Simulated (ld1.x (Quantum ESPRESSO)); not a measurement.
**Reading a pseudo-wave (barium)**

Columns: radius, all-electron u(r) and pseudo u(r) of the 5p shell (level -18.80 eV) of barium in the configuration [Kr] 4d10 5s2 5p6 5d0 6s2 6p0; LDA (PZ), scalar-relativistic, TM semilocal scheme, ld1.x (Quantum ESPRESSO) 7.5.

```
r (bohr)  all-electron   pseudo
   0.185       -0.2647  -0.0212
   0.370        0.1186  -0.0830
   0.555        0.4292  -0.1799
   0.740        0.2336  -0.3031
   0.925       -0.1374  -0.4402
   1.110       -0.4668  -0.5758
   1.295       -0.6875  -0.6926
   1.480       -0.8019  -0.7743
   1.665       -0.8346  -0.8105
   1.850       -0.8120  -0.8003
   2.035       -0.7562  -0.7530
   2.220       -0.6833  -0.6829
   2.405       -0.6040  -0.6040
   2.590       -0.5254  -0.5254
   2.775       -0.4515  -0.4515
   2.960       -0.3843  -0.3843
   3.145       -0.3247  -0.3247
   3.330       -0.2728  -0.2728
   3.515       -0.2281  -0.2281
   3.700       -0.1900  -0.1900
   3.885       -0.1578  -0.1578
   4.070       -0.1307  -0.1307
   4.255       -0.1079  -0.1079
   4.440       -0.0890  -0.0890
   4.625       -0.0733  -0.0733
   4.810       -0.0602  -0.0602
```

Task: How many radial nodes do the two functions have?

Result: The all-electron 5p function has n − l − 1 = 3 (the table is too coarse to show those close to the nucleus); the pseudo-wave has 0, since the states of the same l below it are removed with the core.

Task: At about which radius was the pseudo-wave matched?

Result: 2.50 bohr. The columns agree to 0.0005 from 2.22 bohr on; several derivatives are matched, so the curves merge somewhat inside the radius.

Task: Is the pseudo-wave norm-conserving?

Result: Yes: the TM semilocal scheme keeps the norm inside the radius equal to the all-electron one, which fixes the energy derivative of the logarithmic derivative at the level.
